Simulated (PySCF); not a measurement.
Geometry (Å), atoms numbered from 1 in this order:
```xyz
11

F    -1.1689    1.5319   -0.7172
C    -1.3521    0.3324   -0.1505
F    -2.4588   -0.1919   -0.6895
F    -1.6065    0.5412    1.1477
C    -0.1604   -0.5601   -0.3434
Si    1.4700    0.0646    0.4019
H    -0.0246   -0.7133   -1.4251
H    -0.3998   -1.5419    0.0933
H     1.3529    0.1901    1.8828
H     2.5181   -0.9452    0.0698
H     1.8433    1.3815   -0.1884
```

Geometry: PBE0-D3(BJ)/def2-SVP; GIAO shifts from PySCF 2.14.0 with density-fitted response routines, gas phase, non-relativistic, averaged over equivalent atoms.

At PBE0/STO-3G (39 basis functions, 2.7 s wall time on 1 thread of an Arm Neoverse V1, shared host):
```json
{"atoms": "F1/F3/F4", "δ (ppm)": "-93.7"}
{"atoms": "C2", "δ (ppm)": "97.9"}
{"atoms": "C5", "δ (ppm)": "6.7"}
{"atoms": "Si6", "δ (ppm)": "-65.4"}
{"atoms": "H9/H10/H11", "δ (ppm)": "1.84"}
{"atoms": "H7/H8", "δ (ppm)": "0.50"}
```

Scale: ¹⁹F (304.40 ppm) vs CFCl3; TMS for ¹³C (234.69 ppm) and ²⁹Si (517.60 ppm) and ¹H (32.60 ppm) (reference shieldings calculated alike).

What do these become at PBE0/def2-SVP?

Results:


| atoms | δ at PBE0/def2-SVP | change |
| --- | --- | --- |
| F1/F3/F4 | -60.2 | +33.5 |
| C2 | 128.0 | +30.1 |
| C5 | 15.5 | +8.8 |
| Si6 | -71.4 | -6.0 |
| H9/H10/H11 | 3.99 | +2.15 |
| H7/H8 | 1.24 | +0.74 |

δ = σ(ref) − σ, references computed at the same level: CFCl3 for ¹⁹F (214.64 ppm); ¹³C (193.72 ppm) and ²⁹Si (407.17 ppm) and ¹H (31.34 ppm) vs TMS.

The largest change is at F1/F3/F4 (fluorine of a CF3 group). Cost: 113 basis functions, 7.8 s wall time on 1 thread of an Arm Neoverse V1, shared host.

Unscaled 19F shifts against computed CFCl3 carry errors that often reach 10 to 50 ppm.
